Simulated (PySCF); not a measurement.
Geometries of 2 isomers of B2H7NOSi, from PBE0-D3(BJ)/def2-SVP geometry optimisation, gas phase (PySCF 2.14.0). One conformer each, no zero-point energy, no frequencies.

**Question.** Which is lower in electronic energy at this level?
A.
```xyz
12
angstrom
B     -2.740   -0.122   -0.044
N     -1.415   -0.442   -0.401
B     -0.224    0.136    0.143
O      0.978   -0.296   -0.319
Si     2.556    0.127    0.054
H     -3.658   -0.690   -0.591
H     -2.933    0.715    0.804
H     -1.268   -1.148   -1.119
H     -0.307    0.990    0.998
H      3.330   -1.130    0.244
H      3.127    0.901   -1.085
H      2.590    0.949    1.299
```
B.
```xyz
12
angstrom
B      2.800    0.310   -0.436
O      1.532   -0.098   -0.531
B      0.336   -0.373    0.072
N     -0.710    0.570    0.038
Si    -2.328    0.369    0.684
H      3.492    0.266   -1.430
H      3.228    0.724    0.622
H      0.178   -1.451    0.595
H     -0.496    1.449   -0.428
H     -2.397   -0.983    1.301
H     -3.351    0.495   -0.398
H     -2.622    1.416    1.709
```

**Answer.** A. That is `BNBO[SiH3]`, 8.5 kcal/mol below the other.

| SMILES | atoms numbered as above | E (Eh) | relative (kcal/mol) | relative (kJ/mol) | dipole (D) |
| --- | --- | --- | --- | --- | --- |
| BNBO[SiH3] | [BH2:1][NH:2][BH:3][O:4][SiH3:5] | -472.95188 | 0.0 | 0.0 | 1.70 |
| BOBN[SiH3] | [BH2:1][O:2][BH:3][NH:4][SiH3:5] | -472.93835 | 8.5 | 35.5 | 1.57 |

As drawn, the lower has an Si–O bond, which the higher lacks.
